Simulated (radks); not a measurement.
Excited configurations of H I: one electron is placed in a higher orbital outside the bare nucleus. The ground configuration is 1s1. Calculated with a radial shooting solver on a logarithmic mesh with Libxc functionals: scalar-relativistic Kohn-Sham, PBEsol, spin-polarised, spherical densities, finite nucleus; open shells are filled with parallel spins first; Gaussian nuclear charge, rms radius 0.8783 fm. Excitation = E - E(ground); binding = E(ion) - E, where the ion is the core of charge +1; n* = 1/sqrt(2 binding) in atomic units, and the quantum defect is n - n*.

[
 {"outer orbital": "4d", "excitation (eV)": "12.317", "binding (eV)": "0.981", "eigenvalue (eV)": "-0.585", "<r> (bohr)": "19.54"},
 {"outer orbital": "4f", "excitation (eV)": "12.356", "binding (eV)": "0.942", "eigenvalue (eV)": "-0.469", "<r> (bohr)": "17.05"},
 {"outer orbital": "5p", "excitation (eV)": "12.635", "binding (eV)": "0.664", "eigenvalue (eV)": "-0.443", "<r> (bohr)": "33.15"},
 {"outer orbital": "5d", "excitation (eV)": "12.639", "binding (eV)": "0.660", "eigenvalue (eV)": "-0.425", "<r> (bohr)": "31.50"}
]

The Delta-SCF ionisation energy is 13.299 eV (NIST Atomic Spectra Database: 13.598 eV, theoretical). Self-interaction in the functional shifts the binding energies and quantum defects, so they are the method's values and not measured ones.
